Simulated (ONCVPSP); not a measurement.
Mg, ONCV: configuration errors across variants

* Element: Mg (Z = 12)
* Generator: ONCVPSP 4.0.1
* Type: optimised norm-conserving Vanderbilt (ONCV)
* Functional: LDA (Perdew-Zunger)
* Relativity: scalar-relativistic
* Frozen core: [He]
* Valence charge: 10
* Reference configuration: 2s2 2p6 3s2
* Partial waves: 2s+3s: rc 1.05 bohr, ncon 4, nbas 7, qcut 12.6 1/bohr, 2 projectors; 2p: rc 0.75 bohr, ncon 3, nbas 7, qcut 22.2 1/bohr, 2 projectors, debl 0.9 Ha; d scattering state at 0.13 Ha: rc 0.95 bohr, ncon 4, nbas 8, qcut 11.9 1/bohr, 2 projectors, debl 2.8 Ha
* Local potential: polynomial inside 0.75 bohr (lpopt 5, dvloc0 0 Ha)
* Core correction: Teter function, fcfact 3.25, rcfact 1.8

In the p channel the program set the typed energies aside and used -1.717, 0.250 Ha.

All-electron excitation energies from the reference (eV): (1) 2s2 2p6 3s1 8.074; (2) 2s2 2p6 3s0 23.122; (3) 2s2 2p6 3s1.5 3.192; (4) 2s2 2p6 3s0 3p1 12.465.

1 further variants failed, have other tests or too few solved ones, and are left out.

Errors AE − PS in meV (a dash: test not solved or not reliable):

| change | (1) | (2) | (3) | (4) | bound ghosts | GHOST(+) flags above zero |
| --- | --- | --- | --- | --- | --- | --- |
| base | -0.1 | -0.3 | 0.0 | +0.2 | none | none |
| p: qcut 33.5 | -0.1 | -0.3 | 0.0 | +0.2 | none | none |
| s: qcut 11.9; p: qcut 21; d: qcut 11.2 | -0.1 | -0.3 | 0.0 | +0.2 | none | none |
| d: rc 0.9 | -0.1 | -0.3 | 0.0 | +0.2 | none | none |

Q: Give the same row for: core correction none.

A: -0.1, -0.2, 0.0, +0.3; bound ghosts: none; GHOST(+) flags above zero: none.
